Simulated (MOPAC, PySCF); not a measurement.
Breaking a bond: HCl (cation, charge +1), doublet.

Levels: UKS-B3LYP/6-31G* = unrestricted B3LYP/6-31G*, spherical d (PySCF); UMP2/3-21G = unrestricted MP2 (frozen core)/3-21G in PySCF 2.14.0; AM1, unrestricted, heats of formation (MOPAC); UCCSD(T) = CCSD(T) on UHF/cc-pVDZ, 5 core orbitals frozen in PySCF.

Energies relative to the lowest point of each curve near equilibrium, in eV; the last columns give the difference from UCCSD(T):

```json
[
 {"R / Å": "1.07", "UKS-B3LYP/6-31G*": "1.419", "UMP2/3-21G": "1.505", "AM1": "1.131", "UCCSD(T)": "1.507", "UKS-B3LYP/6-31G* − UCCSD(T)": "-0.087", "UMP2/3-21G − UCCSD(T)": "-0.002", "AM1 − UCCSD(T)": "-0.376"},
 {"R / Å": "1.12", "UKS-B3LYP/6-31G*": "0.820", "UMP2/3-21G": "0.898", "AM1": "0.699", "UCCSD(T)": "0.880", "UKS-B3LYP/6-31G* − UCCSD(T)": "-0.060", "UMP2/3-21G − UCCSD(T)": "0.018", "AM1 − UCCSD(T)": "-0.182"},
 {"R / Å": "1.19", "UKS-B3LYP/6-31G*": "0.305", "UMP2/3-21G": "0.366", "AM1": "0.303", "UCCSD(T)": "0.335", "UKS-B3LYP/6-31G* − UCCSD(T)": "-0.030", "UMP2/3-21G − UCCSD(T)": "0.031", "AM1 − UCCSD(T)": "-0.032"},
 {"R / Å": "1.26", "UKS-B3LYP/6-31G*": "0.060", "UMP2/3-21G": "0.097", "AM1": "0.088", "UCCSD(T)": "0.070", "UKS-B3LYP/6-31G* − UCCSD(T)": "-0.010", "UMP2/3-21G − UCCSD(T)": "0.026", "AM1 − UCCSD(T)": "0.018"},
 {"R / Å": "1.27", "UKS-B3LYP/6-31G*": "0.042", "UMP2/3-21G": "0.074", "AM1": "0.069", "UCCSD(T)": "0.050", "UKS-B3LYP/6-31G* − UCCSD(T)": "-0.008", "UMP2/3-21G − UCCSD(T)": "0.024", "AM1 − UCCSD(T)": "0.019"},
 {"R / Å": "1.32", "UKS-B3LYP/6-31G*": "0.000", "UMP2/3-21G": "0.006", "AM1": "0.009", "UCCSD(T)": "0.000", "UKS-B3LYP/6-31G* − UCCSD(T)": "0.000", "UMP2/3-21G − UCCSD(T)": "0.006", "AM1 − UCCSD(T)": "0.009"},
 {"R / Å": "1.37", "UKS-B3LYP/6-31G*": "0.024", "UMP2/3-21G": "0.000", "AM1": "0.000", "UCCSD(T)": "0.021", "UKS-B3LYP/6-31G* − UCCSD(T)": "0.003", "UMP2/3-21G − UCCSD(T)": "-0.021", "AM1 − UCCSD(T)": "-0.021"},
 {"R / Å": "1.40", "UKS-B3LYP/6-31G*": "0.063", "UMP2/3-21G": "0.018", "AM1": "0.014", "UCCSD(T)": "0.060", "UKS-B3LYP/6-31G* − UCCSD(T)": "0.003", "UMP2/3-21G − UCCSD(T)": "-0.042", "AM1 − UCCSD(T)": "-0.046"},
 {"R / Å": "1.44", "UKS-B3LYP/6-31G*": "0.137", "UMP2/3-21G": "0.063", "AM1": "0.054", "UCCSD(T)": "0.136", "UKS-B3LYP/6-31G* − UCCSD(T)": "0.000", "UMP2/3-21G − UCCSD(T)": "-0.073", "AM1 − UCCSD(T)": "-0.083"},
 {"R / Å": "1.52", "UKS-B3LYP/6-31G*": "0.339", "UMP2/3-21G": "0.202", "AM1": "0.190", "UCCSD(T)": "0.351", "UKS-B3LYP/6-31G* − UCCSD(T)": "-0.012", "UMP2/3-21G − UCCSD(T)": "-0.148", "AM1 − UCCSD(T)": "-0.160"},
 {"R / Å": "1.64", "UKS-B3LYP/6-31G*": "0.715", "UMP2/3-21G": "0.491", "AM1": "0.505", "UCCSD(T)": "0.761", "UKS-B3LYP/6-31G* − UCCSD(T)": "-0.046", "UMP2/3-21G − UCCSD(T)": "-0.269", "AM1 − UCCSD(T)": "-0.256"},
 {"R / Å": "1.78", "UKS-B3LYP/6-31G*": "1.182", "UMP2/3-21G": "0.916", "AM1": "0.976", "UCCSD(T)": "1.286", "UKS-B3LYP/6-31G* − UCCSD(T)": "-0.104", "UMP2/3-21G − UCCSD(T)": "-0.370", "AM1 − UCCSD(T)": "-0.310"},
 {"R / Å": "1.98", "UKS-B3LYP/6-31G*": "1.802", "UMP2/3-21G": "1.566", "AM1": "1.704", "UCCSD(T)": "2.015", "UKS-B3LYP/6-31G* − UCCSD(T)": "-0.212", "UMP2/3-21G − UCCSD(T)": "-0.449", "AM1 − UCCSD(T)": "-0.311"},
 {"R / Å": "2.17", "UKS-B3LYP/6-31G*": "2.279", "UMP2/3-21G": "2.033", "AM1": "2.313", "UCCSD(T)": "2.617", "UKS-B3LYP/6-31G* − UCCSD(T)": "-0.338", "UMP2/3-21G − UCCSD(T)": "-0.584", "AM1 − UCCSD(T)": "-0.304"},
 {"R / Å": "2.36", "UKS-B3LYP/6-31G*": "2.627", "UMP2/3-21G": "2.380", "AM1": "2.780", "UCCSD(T)": "3.113", "UKS-B3LYP/6-31G* − UCCSD(T)": "-0.486", "UMP2/3-21G − UCCSD(T)": "-0.733", "AM1 − UCCSD(T)": "-0.333"},
 {"R / Å": "2.65", "UKS-B3LYP/6-31G*": "2.973", "UMP2/3-21G": "2.758", "AM1": "3.248", "UCCSD(T)": "3.679", "UKS-B3LYP/6-31G* − UCCSD(T)": "-0.705", "UMP2/3-21G − UCCSD(T)": "-0.921", "AM1 − UCCSD(T)": "-0.430"},
 {"R / Å": "2.89", "UKS-B3LYP/6-31G*": "3.150", "UMP2/3-21G": "2.963", "AM1": "3.477", "UCCSD(T)": "3.989", "UKS-B3LYP/6-31G* − UCCSD(T)": "-0.838", "UMP2/3-21G − UCCSD(T)": "-1.026", "AM1 − UCCSD(T)": "-0.511"},
 {"R / Å": "3.24", "UKS-B3LYP/6-31G*": "3.299", "UMP2/3-21G": "3.127", "AM1": "3.650", "UCCSD(T)": "4.234", "UKS-B3LYP/6-31G* − UCCSD(T)": "-0.935", "UMP2/3-21G − UCCSD(T)": "-1.106", "AM1 − UCCSD(T)": "-0.584"},
 {"R / Å": "3.53", "UKS-B3LYP/6-31G*": "3.358", "UMP2/3-21G": "3.188", "AM1": "3.710", "UCCSD(T)": "4.320", "UKS-B3LYP/6-31G* − UCCSD(T)": "-0.962", "UMP2/3-21G − UCCSD(T)": "-1.131", "AM1 − UCCSD(T)": "-0.610"},
 {"R / Å": "3.99", "UKS-B3LYP/6-31G*": "3.381", "UMP2/3-21G": "3.223", "AM1": "3.744", "UCCSD(T)": "4.366", "UKS-B3LYP/6-31G* − UCCSD(T)": "-0.985", "UMP2/3-21G − UCCSD(T)": "-1.143", "AM1 − UCCSD(T)": "-0.622"},
 {"R / Å": "4.68", "UKS-B3LYP/6-31G*": "3.343", "UMP2/3-21G": "3.232", "AM1": "3.759", "UCCSD(T)": "4.379", "UKS-B3LYP/6-31G* − UCCSD(T)": "-1.036", "UMP2/3-21G − UCCSD(T)": "-1.147", "AM1 − UCCSD(T)": "-0.620"},
 {"R / Å": "5.29", "UKS-B3LYP/6-31G*": "3.288", "UMP2/3-21G": "3.233", "AM1": "3.766", "UCCSD(T)": "4.381", "UKS-B3LYP/6-31G* − UCCSD(T)": "-1.093", "UMP2/3-21G − UCCSD(T)": "-1.148", "AM1 − UCCSD(T)": "-0.616"}
]
```

UKS-B3LYP/6-31G* is furthest from UCCSD(T) at 5.29 (-1.093 eV, below); its mean absolute difference over the points is 0.362 eV.

UMP2/3-21G is furthest from UCCSD(T) at 5.29 (-1.148 eV, below); its mean absolute difference over the points is 0.474 eV.

AM1 is furthest from UCCSD(T) at 3.99 (-0.622 eV, below); its mean absolute difference over the points is 0.293 eV.

The unrestricted determinant behind UKS-B3LYP/6-31G* is spin-contaminated at 2.17 to 5.29 Å (<S²> up to 1.3, against 0.75 for a pure doublet). The unrestricted determinant behind UMP2/3-21G, UCCSD(T) is spin-contaminated at 1.98 to 5.29 Å (<S²> up to 1.8, against 0.75 for a pure doublet).
